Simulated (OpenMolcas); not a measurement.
Pt3+ among 8 point charges of -1.2 e arranged as a cube (Oh).

- Program: OpenMolcas 26.06
- Method: SS-CASPT2, IPEA 0.25 Eh, imaginary shift 0.1 Eh (closed shells correlated: 5s 5p)
- Basis: ANO-RCC-VDZP [7s6p4d2f]
- Scalar Hamiltonian: DKH2, point nucleus
- Active space: 7 electrons in 5 orbitals (5d)
- State averaging: 2S+1 = 4 even, 10 roots; 2S+1 = 2 even, 40 roots
- Spin-orbit coupling: RASSI with atomic mean-field integrals over the reference wave functions

All point charges move together. At R = 2.17 Å the first state of the same spin is 4680 cm-1, and at R = 2.33 Å it is 3050 cm-1.

A third run gives 6290 cm-1. What distance was it run at?

With a power law R^-n the two known points give n = -ln(3050 / 4680) / ln(2.33 / 2.17) = 6.02. Then R = 2.17 × (4680 / 6290)^(1/6.02) = 2.066 Å. The run was at 2.04 Å, so the estimate is off by +0.026 Å.

Roots that are degenerate in the reference are averaged as groups; the widest CASPT2 spread within a group is 240 cm-1 (the 3-fold group of multiplicity 2 near 25800 cm-1 above the lowest state of its run, R = 2.17). Shifts and gaps below about the spread of the groups concerned are not significant. Free-ion shares, where given, are those of the reference states; single-state CASPT2 does not remix them. Spin-orbit coupling mixes the spin-free states strongly: the lowest level takes only 58 % from its leading state, 4A2 (figures for R = 2.04; the like holds for R = 2.17, R = 2.33). Point charges carry no covalency, so the field is a model and not that of real ligands. No measured value stands beside these numbers.
